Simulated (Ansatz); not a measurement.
Gas-phase electronic energies from Ansatz, PBE0-D4/def2-TZVP geometries. CCSD(T)/CBS is the MP2 limit (def2-TZVPP, def2-QZVPP) plus CCSD(T) − MP2 in def2-TZVPP, frozen cores. This one scheme is used for every species. Functionals use def2-TZVPP. One conformer a species, not always the lowest.

Consider the ligand exchange at the Si–N bond: `N[SiH](Cl)N[SiH3]` + `SS` → `[SiH3]SS` + `N[SiH](N)Cl`.

Problem. Is it downhill or uphill in electronic energy at CCSD(T)/CBS, and by how much? (An estimate is asked.)

Solution. Computed: Downhill: ΔE = -0.03 eV.

Problem. What do these levels give: PBE-D4, PBE0-D4, PBE, r2SCAN, PBE0, HF/def2-TZVPP, SCS-MP2/def2-TZVPP, CCSD(T)/def2-TZVPP, MP2/def2-QZVPP, SCS-MP2/def2-QZVPP, HF/CBS(def2), MP2/CBS(def2)? (An estimate is asked.)

Solution. Computed: PBE-D4 -0.13, PBE0-D4 -0.09, PBE -0.15, r2SCAN -0.08, PBE0 -0.11, HF/def2-TZVPP 0.04, SCS-MP2/def2-TZVPP 0.00, CCSD(T)/def2-TZVPP 0.00, MP2/def2-QZVPP -0.04, SCS-MP2/def2-QZVPP -0.01, HF/CBS(def2) 0.05, MP2/CBS(def2) -0.06 eV.

Largest T1 diagnostic among the species: 0.012.

From PBE to PBE0 (25 % exact exchange), in def2-TZVPP and without D4, ΔE moves by +0.03 eV. In def2-TZVPP, CCSD(T) changes the Hartree–Fock value by −0.04 eV (the triples alone add −0.02 eV) and MP2 by −0.07 eV.
